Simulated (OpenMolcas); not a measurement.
# Ag2+ in a point-charge field

Ag2+ among 6 point charges of -1.1 e arranged as a trigonal prism (D3h), 2.22 Å from the ion, with a polar angle of 55.0° against the regular 49.1°.

```
Program             : OpenMolcas 26.06
Method              : SS-CASPT2, IPEA 0.25 Eh, imaginary shift 0.1 Eh (closed shells correlated: 4s 4p)
Basis               : ANO-RCC-VTZP [7s6p4d2f1g]
Scalar Hamiltonian  : DKH2, point nucleus
Active space        : 9 electrons in 5 orbitals (4d)
State averaging     : 2S+1 = 2 even, 5 roots
Spin-orbit coupling : state interaction with AMFI integrals over the reference wave functions
```

The lowest spin-free states (labels of D3, the rotations of D3h), above the lowest:

```tsv
State	Degeneracy	E (cm-1)	Free-ion L (%)
2E	2	0	D (100)
2E	2	940	D (100)
2A1	1	1840	D (100)
```

The lowest levels with spin-orbit coupling:

```json
{"E (cm-1)": "0", "Degeneracy": "2", "Label": "E3/2", "2S+1": "2", "g": "0.00 0.00 3.71"}
{"E (cm-1)": "760", "Degeneracy": "2", "Label": "E1/2", "2S+1": "2", "g": "0.78 3.18 3.18"}
{"E (cm-1)": "800", "Degeneracy": "2", "Label": "E1/2", "2S+1": "2", "g": "0.00 0.00 6.00"}
{"E (cm-1)": "5040", "Degeneracy": "2", "Label": "E3/2", "2S+1": "2", "g": "0.00 0.00 2.28"}
{"E (cm-1)": "5180", "Degeneracy": "2", "Label": "E1/2", "2S+1": "2", "g": "1.18 1.18 1.22"}
```

Powder χT (cm3 K/mol): 0.435 at 2 K, 0.452 at 10 K, 0.536 at 50 K, 0.642 at 100 K, 0.851 at 200 K, 1.04 at 300 K. The effective moment at 300 K is 2.828 √(χT) = 2.88 μB.

The lowest level has 2S+1 = 2, for which the spin-only value is χT = S(S+1) / 2 = 0.375 cm3 K/mol (g = 2). The computed 1.040 at 300 K differs by +0.665, through orbital momentum, spin-orbit coupling and any other state in reach.

Roots that are degenerate in the reference are averaged as groups; the widest CASPT2 spread within a group is 80 cm-1 (the 2-fold group of multiplicity 2 near 944 cm-1 above the lowest state of its run). Shifts and gaps below about the spread of the groups concerned are not significant. An orbital doublet at a regular site is open to a Jahn-Teller distortion, which this geometry leaves out. The ground term spreads over less than 5000 cm-1, several times less than with real ligands, so orbital moments are less quenched and χT lies further from the spin-only value than at real sites. Free-ion shares, where given, are those of the reference states; single-state CASPT2 does not remix them. This is an electrostatic model: the charges have no orbitals. No measured value stands beside these numbers.

The CASPT2 steps took 1.5 s on 1 thread of Arm Neoverse V1, with other jobs on the host; the integral step is not counted.
